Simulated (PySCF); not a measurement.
thiolane (C4H8S), SMILES C1CCSC1. The structure is a stationary point at PBE-D3(BJ)/def2-SVP. The values are those of a single conformer.

Computed equilibrium geometry at PBE-D3(BJ)/def2-SVP (PySCF confirms it by a frequency run) as Cartesian coordinates in Å, and its point group (one conformer of several):
point group C2.
```xyz
13

C     -0.2786     0.7139     1.2843
C      0.2786    -0.7139     1.2843
C     -0.1384    -1.3407    -0.0496
S      0.0000     0.0000    -1.3177
C      0.1384     1.3407    -0.0496
H      0.0908     1.3118     2.1436
H     -1.3871     0.6817     1.3531
H     -0.0908    -1.3118     2.1436
H      1.3871    -0.6817     1.3531
H     -1.1875    -1.7017    -0.0153
H      0.5091    -2.1888    -0.3475
H      1.1875     1.7017    -0.0153
H     -0.5091     2.1888    -0.3475
```
